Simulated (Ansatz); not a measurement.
Ag₇Se⁺, relaxed as a singlet with RKS PBE0-D4/def2-SVP in Ansatz, starting from the GFN1-xTB geometry. Force threshold 0.02 eV/Å.

In the def2 sets Ag takes a core potential; there is no spin–orbit coupling. The relaxation made no stability test and no search for a lower SCF solution. No other spin state of charge 1 was run. The structure comes from a short search, and lower isomers may exist.

Start:

Cartesian coordinates in Å:
```
Ag -0.332 0.996 -1.193
Ag -1.066 -0.028 1.369
Ag 0.956 2.104 1.231
Ag -0.761 -1.735 -0.960
Ag 1.388 -0.844 -2.535
Ag -2.944 -0.001 -0.633
Ag 1.628 -0.564 0.183
Se 1.130 0.071 2.539
```

**Question.** Estimate the energy that the relaxation releases and the steps that it takes.

**Answer.** 3.1 kcal/mol, in 8 steps; 2.9 min on 4 threads of Arm Neoverse V1 on a shared host. The force fell under the threshold at step 5, but the optimiser went on and released 0.002 eV more. No frequencies were taken in this run, so the end may be a saddle point.

**Question.** Does the start keep its bonding and symmetry?

**Answer.** By distances, no bond broke or formed, bridged metal pairs apart. The bond that changes most is Ag1–Ag3, from 2.96 to 3.49 Å (atoms count from 1). Metal–metal contacts that move far: Ag1–Ag3 2.96 to 3.49 Å. Point group Cs at the start, Cs at the end, both within 0.05 Å.

**Question.** Predict the relaxed structure.

**Answer.** 
```tsv
atom	x (Å)	y (Å)	z (Å)
Ag1	-0.3881	0.8745	-1.2739
Ag2	-1.1417	0.0189	1.3371
Ag3	1.1216	2.3170	1.5215
Ag4	-0.7688	-1.7482	-0.9697
Ag5	1.4171	-0.9251	-2.5797
Ag6	-3.0195	-0.0553	-0.6299
Ag7	1.6731	-0.5322	0.1001
Se8	1.1063	0.0503	2.4945
```
Bond lengths (bridged metal pairs left out): 11 × Ag–Ag 2.67 to 2.93 Å; 3 × Ag–Se 2.47 to 2.53 Å.
